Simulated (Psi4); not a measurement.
Psi4 input (wB97X-D/6-31G*):

```
memory 1500 MB

molecule {
0 2
C     1.38536600   -0.65444100    0.01341700
B    -0.00097100    0.01475100    0.00545500
O    -1.14504300   -0.60418700   -0.44887000
O    -0.11809700    1.29586700    0.47294800
H     2.26439700   -0.13723900    0.37841300
H     1.56487300   -1.66448800   -0.33857500
H    -1.00751500   -1.50063900   -0.76542100
H    -1.02397100    1.62180800    0.42518400
symmetry c1
no_reorient
no_com
}

set {
  basis 6-31G*
  reference uks
  scf_type pk
  dft_radial_points 99
  dft_spherical_points 590
  e_convergence 1e-8
  d_convergence 1e-7
  maxiter 150
}

e = energy('wb97x-d')
print_out(f'\nFINAL {e:.10f} DIPOLE {variable("CURRENT DIPOLE")[0]:.6f} {variable("CURRENT DIPOLE")[1]:.6f} {variable("CURRENT DIPOLE")[2]:.6f}\n')
```

From the output:

```
  HONO-1 :   15  A 1.9989842
  HONO-0 :   16  A 1.0000000
  LUNO+0 :   17  A 0.0010158
  LUNO+1 :   18  A 0.0002968
  LUNO+2 :   19  A 0.0001795
  LUNO+3 :   20  A 0.0001732

Computation Completed

Properties will be evaluated at   0.000000,   0.000000,   0.000000 [a0]

Properties computed using the SCF density matrix

 Multipole Moments:

 ------------------------------------------------------------------------------------
     Multipole            Electronic (a.u.)      Nuclear  (a.u.)        Total (a.u.)
 ------------------------------------------------------------------------------------

 L = 1.  Multiply by 2.5417464519 to convert [e a0] to [Debye]
 Dipole X            :         -0.1173672            0.0000094           -0.1173578
 Dipole Y            :         -0.5751585           -0.0000170           -0.5751755
 Dipole Z            :         -0.2422291            0.0000038           -0.2422253
 Magnitude           :                                                    0.6350376

 ------------------------------------------------------------------------------------

FINAL -215.7867539269 DIPOLE -0.117358 -0.575176 -0.242225

*** Psi4 exiting successfully. Buy a developer a beer!
```

The geometry given is a B3LYP-D3(BJ)/def2-TZVP minimum.
